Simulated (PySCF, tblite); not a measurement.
Isomers of C7H9FSi, one GFN2-xTB conformer each. Single-point energies are computed at PBE0/pcSseg-1 (PySCF, gas phase, no added dispersion term), electronic only.

Problem. Rank them by PBE0/pcSseg-1 energy, lowest first (kcal/mol).
A. `[CH:1]#[C:2][Si@@:3]1([F:4])[CH:5]=[C:6]([CH3:7])[CH2:8][CH2:9]1` with C2–Si3–C5–C6 113°, C5–C6–C8–C9 12°, C6–C8–C9–Si3 -17°, C2–Si3–C9–C8 -107°
B. `[F:1][C:2]1=[CH:3]/[CH2:4]/[CH:5]=[CH:6]\[SiH2:7]/[CH:8]=[CH:9]\1` with C2–C3–C4–C5 -93°, C3–C4–C5–C6 89°, C5–C6–Si7–C8 -41°, C6–Si7–C8–C9 -3°
C. `C(C#CC1=C[SiH2][C@H]1C)F`

Solution. A (0.0), B (45.9), C (77.9).

As drawn, the lowest has an Si–F bond, which the highest lacks; the highest has a four-membered ring, which the lowest lacks. GFN2-xTB itself gives, in the same order: 0.0, 25.2, 45.9. Both levels put the same isomer lowest; measured from each level's own lowest isomer, the values differ by up to 32.0 kcal/mol (C[C@@H]1[SiH2]C=C1C#CCF: 45.9 against 77.9).

Problem. Which frontier levels, dipoles and rotational constants go with these structures?

Solution. 
```tsv
SMILES	HOMO (eV, PBE0/pcSseg-1)	LUMO (eV)	dipole (D)	A, B, C (MHz)
C#C[Si@@]1(F)C=C(C)CC1	-7.53	-0.56	2.69	2258, 879.8, 827.9
FC1=C/C/C=C\[SiH2]/C=C\1	-6.75	-1.33	1.37	2017, 1166, 830.1
C[C@@H]1[SiH2]C=C1C#CCF	-7.04	-1.16	1.43	3511, 560.8, 499.5
```

Problem. What happens when harmonic zero-point energies from GFN2-xTB frequencies are added?

Solution. 
| SMILES | ZPE (kcal/mol) | electronic (kcal/mol) | with ZPE (kcal/mol) |
| --- | --- | --- | --- |
| C#C[Si@@]1(F)C=C(C)CC1 | 85.6 | 0.0 | 0.0 |
| FC1=C/C/C=C\[SiH2]/C=C\1 | 83.2 | 45.9 | 43.5 |
| C[C@@H]1[SiH2]C=C1C#CCF | 82.0 | 77.9 | 74.3 |

The zero-point energies span 3.6 kcal/mol. The order is unchanged.
